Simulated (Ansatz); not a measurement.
AlClH2 (SMILES [AlH2][Cl]) moved off its minimum; all values from Ansatz (a quantum-chemistry and plane-wave program), cores frozen in correlated methods.
(charge 0, multiplicity 1)
```xyz
4

Al    -0.0036    -0.4186    -0.8317
H     -1.3661    -0.4780    -1.4846
H      1.3335    -0.7665    -1.6022
Cl     0.0381     0.3061     0.9167
```

Problem. Give the forces (eV/Å), the total energy and the dipole at CCSD(T)/aug-cc-pV(T+d)Z.

Solution. 
```tsv
atom	Fx	Fy	Fz
Al1	0.683	-1.767	-4.756
H2	-0.882	-0.196	-0.519
H3	-0.045	-0.081	0.084
Cl4	0.244	2.044	5.191
```
Energy -702.9752 hartree, dipole 0.40 D.
